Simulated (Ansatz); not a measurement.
C$_{2}$H$_{6}$ClFHfIN, SMILES `C[N](C)[Hf]([F])([Cl])[I]`. The species carries charge 0 and has multiplicity 1. Hf, I takes the def2 core potential.

```xyz
13

C     1.358    0.245   -0.412
N     0.053   -0.218    0.012
C    -0.091   -1.654   -0.015
Hf   -1.255    1.189    0.514
F    -2.786    0.271    1.145
Cl   -0.257    2.541    2.162
I    -1.775    2.619   -1.755
H     2.150   -0.146    0.238
H     1.569   -0.058   -1.445
H     1.421    1.340   -0.377
H     0.057   -2.045   -1.029
H     0.644   -2.136    0.642
H    -1.088   -1.948    0.320
```

List the harmonic frequencies (cm⁻¹, unscaled) at PBE0-D4/def2-TZVP in Ansatz. (Best estimate.)

The calculation gave: 45, 60, 73, 83, 109, 131, 157, 196, 216, 237, 281, 307, 373, 558, 648, 987, 1089, 1097, 1155, 1204, 1303, 1442, 1456, 1469, 1478, 1492, 1513, 2998, 3004, 3055, 3066, 3074, 3122.

Is this a minimum?

Yes, all 33 modes are real.

Give the ideal-gas thermochemistry at 298.15 K and 1 bar (rigid rotor, harmonic oscillator; point group C1, symmetry number 1).

Zero-point energy 224.2 kJ/mol; H(298) − E = 256.5 kJ/mol; entropy 473.2 J/(mol·K), of which translation 183.7, rotation 132.8, vibration 156.7; G(298) − E = 115.4 kJ/mol. Modes under 100 cm⁻¹ are hindered rotations or soft bends, so the harmonic entropy is rough.

And at 400, 500, 600, 800 and 1000 K?


```csv
T (K),H − E (kJ/mol),S (J/mol/K),G − E (kJ/mol)
400,272.8,520.2,64.7
500,290.7,560.0,10.7
600,310.2,595.5,-47.1
800,353.1,657.0,-172.5
1000,400.1,709.4,-309.3
```
